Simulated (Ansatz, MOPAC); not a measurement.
Species: AlBr, net charge 0, singlet state. SMILES: [Al][Br]
Geometry from a B3LYP-D3(BJ)/def2-TZVP (Ansatz, a first-principles code) optimisation:
```xyz
2

Al     0.0000     0.0000    -1.7036
Br     0.0000     0.0000     0.6328
```

Quantity: size of the dipole moment, in D. Conventions: six Cartesian d functions in 6-31G* and its kin unless marked 5d; spin-orbit terms left out; LANL2DZ with its own core potentials from Na on; non-relativistic. Ab initio and DFT rows: single points at B3LYP-D3(BJ) geometries (Ansatz). Semi-empirical rows: dipoles at the shared geometry.

```
level                              program  size of the dipole moment (D)
---------------------------------  -------  -----------------------------
PM3                                  MOPAC                           4.36
MNDO                                 MOPAC                           4.07
SVWN5/6-31G*                        Ansatz                           1.81
B3LYP/6-31G                         Ansatz                           2.45
B3LYP/6-31G*                        Ansatz                           1.96
B3LYP/6-31G* with LANL2DZ past Ar   Ansatz                           2.11
PBE0/6-31G* with LANL2DZ past Ar    Ansatz                           2.10
```

No value to compare with is used here. The 7 habitual levels span 1.81 (SVWN5/6-31G*) to 4.36 D (PM3).

The levels are drawn from those run, B3LYP/6-31G* more often than the rest, none by its result; left out are runs that failed, that the program found above a lower state of the same kind, or whose <S^2> lies over 0.5 above the pure value.
